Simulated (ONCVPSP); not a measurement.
**Kr: variants of one ONCV potential**

Base potential:

krypton (Kr), optimised norm-conserving Vanderbilt (ONCV), made with ONCVPSP 4.0.1 (PBE, scalar-relativistic). Core [Ne], reference 3s2 3p6 3d10 4s2 4p5 (charge +1). Waves: 3s+4s: rc 0.95 bohr, ncon 3, nbas 6, qcut 16 1/bohr, 2 projectors; 3p+4p: rc 0.95 bohr, ncon 3, nbas 7, qcut 16.9 1/bohr, 2 projectors; 3d: rc 1.00 bohr, ncon 4, nbas 8, qcut 17.3 1/bohr, 1 projector. Local part: polynomial inside 0.70 bohr (lpopt 5, dvloc0 2 Ha). Core correction: none.

Cutoffs, loose and tight: the cutoffs (Ha) at which the residual kinetic energy of the hardest occupied pseudo-wave falls to 1 and 0.1 mHa per electron. They do not see the model core or the augmentation charge, which bear on the density cutoff. Test errors are all-electron minus pseudo excitation energies from the reference, over the configurations 3s2 3p6 3d10 4s2 4p6; 3s2 3p6 3d10 4s2 4p4; 3s2 3p6 3d10 4s2 4p3; 3s2 3p6 3d10 4s2 4p5.5. A dash means not determined; rows that change the core or the reference have their own tests.

| change | outcome | cutoff, loose | cutoff, tight | bound ghosts | GHOST(+) flags above zero | largest test error (meV) |
| --- | --- | --- | --- | --- | --- | --- |
| base | generated | 117 Ha | 130 Ha | none | none | -8.6 |
| p: rc 0.66; local potential polynomial inside 0.66 bohr (lpopt 5, dvloc0 2 Ha) | generated | 117 Ha | 130 Ha | none | none | -7.3 |
| p: rc 0.76 | generated | 117 Ha | 130 Ha | none | none | -6.2 |
| p: rc 0.8 | generated | 117 Ha | 130 Ha | none | none | -6.6 |
| p: rc 0.9 | generated | 117 Ha | 130 Ha | none | none | -7.9 |
| p: rc 1 | generated | 117 Ha | 130 Ha | none | none | -9.1 |
| p: rc 1.04 | generated | 117 Ha | 130 Ha | none | none | -9.6 |
| p: rc 1.14 | generated | 117 Ha | 130 Ha | none | none | -11 |
| p: rc 1.22 | generated | 117 Ha | 130 Ha | none | none | -11 |
| p: rc 1.32 | generated | 117 Ha | 130 Ha | none | none | -11 |
| p: rc 1.4 | generated | 117 Ha | 130 Ha | none | none | -11 |

Reading the sweep of the p radius (base included, trends over the rows without a ghost): The loose cutoff stays near 117 Ha. The median size of the test errors (rows with all tests solved) rises from 1.9 meV at 0.66 to 3.7 meV at 1.4 bohr, with one reversal. More of the atom is replaced by a form fitted at one configuration, so other configurations suffer as the radius grows.
